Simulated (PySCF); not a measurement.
## Ionising TaO

ROHF-CCSD(T); basis Ta def2-TZVPPD with ECP60, O def2-TZVPPD; scalar-relativistic core potentials; PySCF 2.14. Neutral (ROHF): doublet (δ ↑), Re = 1.701 Å, ωe = 1016 cm⁻¹, De = 8.06 eV.

TaO⁻ (ROHF): triplet (δ ↑↑), Re = 1.746 Å, ωe = 918 cm⁻¹. The energies at the minima are -131.86926 hartree for TaO and -131.90298 for TaO⁻.

Work out the adiabatic electron affinity, without and with harmonic zero-point energies (1 hartree = 27.2114 eV, 1 eV = 8065.5 cm⁻¹), and the change of the bond length.

At ROHF-CCSD(T): 0.03372 hartree = 0.918 eV between the minima; the zero-point term (1016.0 − 918.0)/2 cm⁻¹ = +0.006 eV makes it 0.924 eV. Re changes by +4.5 pm against the neutral. The electron enters a δ orbital, and the longer bond of the ion fits an antibonding orbital, or a change in how ionic the bond is.

Correlated steps freeze 1 core orbital. Spin–orbit coupling is left out, which matters for elements this heavy, above all for dissociation energies. The CCSD T1 diagnostic is raised in TaO⁻, a sign that a single reference may not be enough there. With d or f electrons several states lie close, and the lowest PBE0 determinant need not be the measured ground state.
